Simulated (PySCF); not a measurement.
Excitations are Tamm–Dancoff values on a coarser integration grid. The basis has no diffuse functions, so Rydberg states are missing or too high.

Cartesian coordinates (Å):
```xyz
7

In    -0.0664     0.2495     0.1859
H      0.2343     1.8543    -0.4055
H     -1.6660    -0.4209     0.0324
H      1.0764    -0.5228     1.2400
S      0.9228    -1.0280    -2.1903
H      0.3529    -2.2298    -1.9530
H     -0.0921    -0.6321    -2.9894
```
Charge 0, multiplicity 1.

Task: Give the S1–T1 gap (TDA), HOMO–LUMO gap, charge on the central atom (Mulliken), dipole moment, HOMO, LUMO, T1 excitation (TDA) and total energy at the level PBE0-D4/def2-TZVP // PBE0-D4/def2-SVP (PySCF).

Result: 
| Quantity | Value |
|---|---|
| S1–T1 gap (TDA) | 0.38 eV |
| HOMO–LUMO gap | 6.90 eV |
| charge on the central atom (Mulliken) | 0.22 e |
| dipole moment | 2.95 D |
| HOMO | -7.62 eV |
| LUMO | -0.72 eV |
| T1 excitation (TDA) | 5.28 eV |
| total energy | -591.1652 Ha |
